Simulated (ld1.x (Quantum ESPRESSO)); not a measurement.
## What the settings do to the TM potential of cobalt (Co)

Base potential:

```json
{
  "Element": "Co",
  "Generator": "ld1.x (Quantum ESPRESSO) 7.5",
  "Type": "norm-conserving Troullier–Martins (Kleinman–Bylander form)",
  "Functional": "PBE",
  "Relativity": "scalar-relativistic",
  "Frozen core": "[Ne] 3s2",
  "Valence charge": "15",
  "Reference configuration": "3p6 3d7.5 4s1.5 4p0",
  "Partial waves": "4s (bound): rc 2.60 bohr; 3p (bound): rc 1.30 bohr; 3d (bound): rc 1.60 bohr",
  "Local potential": "all-electron potential smoothed inside 2.20 bohr (lloc = -1)",
  "Core correction": "Bessel-smoothed model core inside 0.90 bohr"
}
```

All-electron outer shells of the reference configuration (PBE, scalar-relativistic, ld1.x):

```tsv
shell	level (eV)	outermost node (bohr)	outermost maximum (bohr)
2p	-767.07	–	0.17
3s	-99.81	0.31	0.67
3p	-63.12	0.28	0.68
3d	-6.04	–	0.67
4s	-4.89	0.96	2.38
4p	-1.03	1.06	3.46
```

Cutoffs, loose and tight: the cutoffs (Ry, on a coarse ladder) from which the occupation-weighted sum of valence levels, in a spherical-Bessel basis at the reference potential, stays within 10 and 1 mRy of its value at 400 Ry. They do not see the model core or the augmentation charge, which bear on the density cutoff. Test errors are all-electron minus pseudo excitation energies from the reference, over the configurations 3p6 3d7 4s2 4p0; 3p6 3d7 4s1 4p0; 3p6 3d7 4s0 4p0; 3p6 3d6 4s2 4p0; 3p6 3d6 4s0 4p0; 3p6 3d7 4s0 4p2; 3p6 3d7 4s1.5 4p0. A dash means not determined; rows that change the core or the reference have their own tests.

| change | outcome | cutoff, loose | cutoff, tight | bound ghosts | largest test error (meV) |
| --- | --- | --- | --- | --- | --- |
| base | generated | 110 Ry | 180 Ry | none | -715 |
| wave 4s (bound): rc 2.60 bohr becomes 4s (bound): rc 1.76 bohr | generated | 110 Ry | 180 Ry | none | -701 |
| wave 4s (bound): rc 2.60 bohr becomes 4s (bound): rc 2.10 bohr | generated | 110 Ry | 180 Ry | none | -696 |
| wave 4s (bound): rc 2.60 bohr becomes 4s (bound): rc 2.52 bohr | generated | 110 Ry | 180 Ry | none | -710 |
| wave 4s (bound): rc 2.60 bohr becomes 4s (bound): rc 2.80 bohr | generated | 110 Ry | 180 Ry | none | -734 |
| wave 4s (bound): rc 2.60 bohr becomes 4s (bound): rc 3.24 bohr | generated | 110 Ry | 180 Ry | none | -796 |
| wave 4s (bound): rc 2.60 bohr becomes 4s (bound): rc 3.52 bohr | generated | 110 Ry | 180 Ry | none | -839 |
| wave 4s (bound): rc 2.60 bohr becomes 4s (bound): rc 3.84 bohr | generated | 110 Ry | 180 Ry | none | -906 |

Reading the sweep of the s radius (base included, trends over the rows without a ghost): The loose cutoff stays near 110 Ry. The median size of the test errors (rows with all tests solved) rises from 15.4 meV at 1.76 to 279.9 meV at 3.84 bohr, with one reversal. More of the atom is replaced by a form fitted at one configuration, so other configurations suffer as the radius grows.
